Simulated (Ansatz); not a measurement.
`F[C@@H]([SiH3])[C@@H](F)Cl` at its PBE0-D4/def2-TZVP geometry, where that method's forces vanish. Total charge 0; spin multiplicity 1.

| atom | x (Å) | y (Å) | z (Å) |
| --- | --- | --- | --- |
| F1 | -1.752 | 0.066 | -0.567 |
| C2 | -0.378 | 0.215 | -0.512 |
| Si3 | 0.072 | 1.028 | 1.164 |
| C4 | 0.312 | -1.106 | -0.727 |
| F5 | 0.095 | -1.947 | 0.323 |
| Cl6 | -0.231 | -1.906 | -2.213 |
| H7 | -0.076 | 0.875 | -1.334 |
| H8 | -0.473 | 2.407 | 1.148 |
| H9 | -0.510 | 0.246 | 2.277 |
| H10 | 1.554 | 1.074 | 1.269 |
| H11 | 1.389 | -0.952 | -0.828 |

Task: For each bond, give half the difference of the two atoms' forces along it (eV/Å; positive pushes the atoms apart) under PBE-D4, r2SCAN-D4, B3LYP-D4, ωB97M-V in def2-TZVPP. (An estimate is asked.)

Result: The calculation gave: 
| bond | length (Å) | PBE-D4 | r2SCAN-D4 | B3LYP-D4 | ωB97M-V |
| --- | --- | --- | --- | --- | --- |
| F1–C2 | 1.383 | 0.53 | 0.36 | 0.42 | 0.31 |
| C2–Si3 | 1.915 | -0.06 | -0.05 | 0.01 | -0.05 |
| C2–C4 | 1.506 | -0.12 | -0.08 | -0.04 | 0.03 |
| C2–H7 | 1.097 | 0.06 | -0.06 | -0.17 | -0.14 |
| Si3–H8 | 1.483 | 0.07 | -0.02 | -0.09 | -0.11 |
| Si3–H9 | 1.480 | 0.08 | -0.03 | -0.08 | -0.11 |
| Si3–H10 | 1.486 | 0.06 | -0.03 | -0.07 | -0.09 |
| C4–F5 | 1.362 | 0.57 | 0.31 | 0.37 | 0.27 |
| C4–Cl6 | 1.774 | 0.26 | 0.22 | 0.27 | 0.01 |
| C4–H11 | 1.093 | 0.03 | -0.12 | -0.22 | -0.18 |

B3LYP here is the variant with VWN-RPA as its local correlation; programs differ in this.

Computed with Ansatz.
